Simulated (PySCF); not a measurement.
## Correlation energy of Te- (tellurium, charge -1)

[Kr] 4d10 5s2 5p5, 2P determinant. All numbers are calculated (PySCF 2.14, scalar relativity through the core potential, in aug-cc-pVQZ-PP with ECP28MDF). Frozen: 4s2 4p6 4d10; 7 electrons correlated.

MP2 pair energies summed by pair of shells (mhartree):

| pair | energy | share (%) |
| --- | --- | --- |
| 5p-5p | -76.06 | 59.2 |
| 5s-5p | -44.39 | 34.5 |
| 5s-5s | -8.06 | 6.3 |

Total MP2 correlation energy: -128.51 mhartree.

Same-spin part -27.44 and opposite-spin part -101.08 mhartree; SCS-MP2 scales them by 1/3 and 6/5 to -130.44 mhartree.
